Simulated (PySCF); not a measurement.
# Electron correlation in K²⁺ (potassium, charge +2)

[Ne] 3s2 3p5, 2P determinant. All numbers are calculated (PySCF 2.14, the spin-free X2C one-electron Hamiltonian (Gaussian nucleus), in Sapporo-DKH3-DZP-2012). Frozen: [Ne] 3s2; 5 electrons correlated.

Total MP2 correlation energy: -95.26 mhartree.

Same-spin part -29.06 and opposite-spin part -66.20 mhartree; SCS-MP2 scales them by 1/3 and 6/5 to -89.13 mhartree.

| level | correlation energy (mhartree) |
| --- | --- |
| CCSD | -109.55 |
| (T) | -0.16 |
| CCSD(T) | -109.71 |

Diagnostics: T1 = 0.0025, D1 = 0.0041, largest double amplitude 0.043.

Cost of the coupled-cluster step: 0.11 s of wall time on 1 thread of Neoverse-V2 (shared host), for 5 correlated electrons.
